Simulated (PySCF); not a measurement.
Bonding in `COC1=C([SiH3])P1C(C)(C)C`

Compound: C₇H₁₅OPSi.
Atom-mapped SMILES: `[CH3:1][O:2][C:3]1=[C:4]([SiH3:5])[P:6]1[C:7]([CH3:8])([CH3:9])[CH3:10]` (hydrogens: H11, H12, H13 on C1; H14, H15, H16 on Si5; H17, H18, H19 on C8; H20, H21, H22 on C9; H23, H24, H25 on C10)

Cartesian coordinates in Å at the PBE0-D3(BJ)/def2-SVP level; atoms count from 1:
```
atom  x, y, z in Å
C1     3.2619   -1.2009    0.2768
O2     2.0140   -1.3934    0.9233
C3     1.2244   -0.3443    0.9116
C4     1.1348    0.9098    0.5049
Si5    1.8370    2.3983   -0.3105
P6    -0.3538    0.3024    1.4669
C7    -1.6056   -0.2795    0.1541
C8    -2.4260   -1.3828    0.8226
C9    -0.9519   -0.7900   -1.1201
C10   -2.4906    0.9317   -0.1436
H11    3.8075   -2.1492    0.3468
H12    3.1123   -0.9311   -0.7812
H13    3.8354   -0.4013    0.7729
H14    3.2327    2.1362   -0.7841
H15    1.0000    2.7823   -1.4893
H16    1.8551    3.5515    0.6398
H17   -1.8082   -2.2685    1.0410
H18   -2.8694   -1.0405    1.7721
H19   -3.2525   -1.7021    0.1648
H20   -0.3014   -1.6568   -0.9227
H21   -0.3376   -0.0124   -1.5996
H22   -1.7223   -1.1051   -1.8448
H23   -2.9388    1.3439    0.7754
H24   -3.3167    0.6518   -0.8197
H25   -1.9173    1.7378   -0.6293
```

Bond orders from the PBE0/pcSseg-1 density (PySCF). The structure is a single PBE0-D3(BJ)/def2-SVP conformer in the gas phase; no vibrational or solvent corrections.

(1) How far do the computed orders between heavy atoms stray from the drawn ones?

(2) Give the Mayer order of every bond between heavy atoms, beside its length.

## Answers

(1) The largest departure is 0.434, at C3–C4 (drawn double, 1.566). Drawn single, order below 0.88: C1–O2 (0.877), C4–P6 (0.823) and P6–C7 (0.860). Drawn double or triple, more than 0.30 short of the drawn order: C3–C4 (1.566).

(2) 
```
  bond  drawn as  length (Å)  Mayer order
 C1–O2    single       1.419        0.877
 O2–C3    single       1.313        1.118
 C3–C4    double       1.321        1.566
C4–Si5    single       1.837        0.903
 C4–P6    single       1.874        0.823
 P6–C7    single       1.905        0.860
 C7–C8    single       1.529        1.002
 C7–C9    single       1.520        1.001
C7–C10    single       1.529        1.001
 P6–C3    single       1.794        0.964
```

Bonds between the same two heavy elements. C–O: lowest C1–O2 (0.877, 1.419 Å), highest O2–C3 (1.118, 1.313 Å). C–C: lowest C7–C9, C7–C10 and C7–C8 (1.001, 1.520 Å), highest C3–C4 (1.566, 1.321 Å). C–P: lowest C4–P6 (0.823, 1.874 Å), highest P6–C3 (0.964, 1.794 Å); in 1 of the 3 pairs the longer bond (by over 0.003 Å) has the higher order (by 0.02 or more). Bonds named together lie within 0.004.

Task: And the bonds to hydrogen?

Result: C–H: 0.95 to 0.97 (12 bonds); H–Si: 0.93 to 0.94 (3 bonds).

Task: Sum the orders of all bonds at each heavy atom with more than one neighbour and set the sums beside the valence in the SMILES.

Result: C1 3.760 (drawn 4), O2 1.995 (drawn 2), C3 3.648 (drawn 4), C4 3.292 (drawn 4), Si5 3.706 (drawn 4), P6 2.647 (drawn 3), C7 3.864 (drawn 4), C8 3.878 (drawn 4), C9 3.872 (drawn 4), C10 3.878 (drawn 4). Orders between atoms that aren't bonded are not in these sums.

Mayer orders depend on the basis set.
